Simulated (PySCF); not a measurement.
Can point charges reproduce the dipole moment of `NCC#C/C=N\C=O`?

Coordinates (GFN2-xTB, Å) and charges (e) from the PBE0/pcSseg-1 density (PySCF):

| atom | x | y | z | Mulliken | IAO | Hirshfeld | ESP-fitted |
| --- | --- | --- | --- | --- | --- | --- | --- |
| N1 | -1.279 | 1.502 | -1.728 | -0.4376 | -0.5564 | -0.2268 | -1.0513 |
| C2 | -1.561 | 0.085 | -1.565 | -0.0277 | -0.1647 | -0.0048 | +0.5255 |
| C3 | -0.627 | -0.597 | -0.684 | -0.0860 | -0.0071 | -0.0138 | -0.2777 |
| C4 | 0.219 | -1.053 | 0.046 | -0.0602 | -0.1108 | -0.0670 | -0.1672 |
| C5 | 1.201 | -1.555 | 0.924 | +0.1280 | +0.0466 | +0.0793 | +0.4777 |
| N6 | 1.685 | -0.920 | 1.899 | -0.4157 | -0.2367 | -0.1123 | -0.5565 |
| C7 | 1.543 | 0.312 | 2.413 | +0.3839 | +0.3201 | +0.1366 | +0.6499 |
| O8 | 2.097 | 1.318 | 2.054 | -0.3873 | -0.4375 | -0.2703 | -0.5063 |
| H9 | -0.354 | 1.639 | -2.122 | +0.1805 | +0.2542 | +0.1172 | +0.4175 |
| H10 | -1.306 | 1.981 | -0.834 | +0.1805 | +0.2543 | +0.1170 | +0.4102 |
| H11 | -2.573 | -0.021 | -1.157 | +0.1589 | +0.1768 | +0.0651 | +0.0327 |
| H12 | -1.539 | -0.387 | -2.553 | +0.1572 | +0.1757 | +0.0643 | +0.0226 |
| H13 | 1.549 | -2.571 | 0.754 | +0.1419 | +0.1770 | +0.0703 | +0.0361 |
| H14 | 0.944 | 0.267 | 3.351 | +0.0835 | +0.1088 | +0.0453 | -0.0132 |

Problem. What dipole does each set of charges give (1 e·Å = 4.803 D), and what does the density give?

Solution. The full density gives (-2.40, -2.39, -1.24) D, 3.61 D in size; dipole vectors point from the negative to the positive end.

| scheme | μx | μy | μz | size (D) | share of the full size (%) | angle to the full dipole (°) |
| --- | --- | --- | --- | --- | --- | --- |
| Mulliken | -3.72 | -2.43 | -2.00 | 4.87 | 135 | 12 |
| IAO | -2.82 | -3.06 | -1.06 | 4.30 | 119 | 6 |
| Hirshfeld | -2.25 | -1.76 | -1.64 | 3.29 | 91 | 11 |
| ESP-fitted | -2.50 | -2.39 | -1.20 | 3.66 | 101 | 1 |

Problem. Which set comes closest?

Solution. Length of the difference vector: ESP-fitted 0.10 D, Hirshfeld 0.76 D, IAO 0.82 D, Mulliken 1.52 D. Closest: ESP-fitted. ESP charges are fitted to the potential around the molecule, whose slowest-falling term is the dipole's. The schemes that divide the density aren't constrained to reproduce the dipole.

Problem. What is left for the Hirshfeld atoms' own dipoles?

Solution. The Hirshfeld atoms' densities add up to the full density, so μ = Σ q r + Σ (atomic dipoles). The atomic dipoles sum to (-2.40, -2.39, -1.24) − (-2.25, -1.76, -1.64) = (-0.15, -0.63, 0.40) D, 0.76 D in size.

Problem. With the origin at the mean of the coordinates, (0.000, 0.000, 0.057) Å, which are the largest single terms, by size, of the Mulliken dipole along the direction of the full one?

Solution. O8 +5.50, C7 -3.77, N6 +2.29, H12 +1.65, H11 +1.64 D; all 14 atoms together +4.77 D. The single terms depend on the origin, their sum doesn't.

Problem. Give the size of the full dipole in other units.

Solution. 3.61 D = 1.421 au = 0.752 e·Å = 12.04 × 10⁻³⁰ C·m.

Geometry: GFN2-xTB, one conformer, isolated molecule.

The run behind these numbers computed NMR shieldings as well. Time: 21 s; peak memory 0.75 GiB. Hardware: one thread, Arm Neoverse V1 (aarch64), no GPU, shared host with 32 logical CPUs at a one-minute load of 18.

The values belong to the conformer `[NH2:1][CH2:2][C:3]#[C:4]/[CH:5]=[N:6]\[CH:7]=[O:8]`: C5–N6–C7–O8 -83°, H–N1–C2–C3 60°, H–N1–C2–C3 -59°.
